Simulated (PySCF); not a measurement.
Gas-phase reaction: WO3 + 6 F ⇌ WF6 + 3 O

Energies from PySCF (xtb for GFN2), thermal terms from the rigid-rotor harmonic-oscillator model, ideal gas at 1 bar. † marks an energy on the PBE0/def2-TZVP geometry and frequencies; other levels use their own. MP2 and CCSD(T) freeze the core. Open shells (unrestricted): F (multiplicity 2, electronic degeneracy 6), O (multiplicity 3, electronic degeneracy 9); the rest are closed-shell singlets. GFN2 has no spin-polarisation term. Spin-orbit splitting is ignored; it lowers the true energy and changes the entropy of F, O. B3LYP is the form with VWN-RPA correlation. W: scalar-relativistic def2 core potential, no spin-orbit coupling. MP2 isn't extrapolated to the basis-set limit; its ΔH°(298 K) is -1079.6 kJ in def2-SVP and -1105.2 kJ in def2-TZVPP. CCSD(T) isn't extrapolated to the basis-set limit. The harmonic model lacks anharmonicity and excited electronic states, which grow with temperature; levels with a mode under 35 cm⁻¹ are left out. Warning, large T1 diagnostic: WF6, WO3 (CCSD(T)/def2-SVP†).

| level | ΔE electronic, kJ | ΔH°(298 K), kJ | ΔS°(298 K), J/K | ΔG°(1400 K), kJ |
|---|---|---|---|---|
| B3LYP/def2-TZVP† | -1164 | -1158 | -414 | -586 |
| CCSD(T)/def2-SVP† | -1120 | -1114 | -414 | -542 |
| GFN2-xTB | -811 | -807 | -404 | -253 |
| M06-2X/def2-TZVP† | -1170 | -1164 | -414 | -592 |
| MP2/def2-SVP† | -1086 | -1080 | -414 | -508 |
| MP2/def2-TZVPP† | -1112 | -1105 | -414 | -534 |
| PBE/def2-SVP | -1249 | -1243 | -409 | -679 |
| r2SCAN/def2-TZVP† | -1214 | -1207 | -414 | -636 |
ΔH° is lowest at PBE/def2-SVP and highest at GFN2-xTB. No reference value is set beside these.
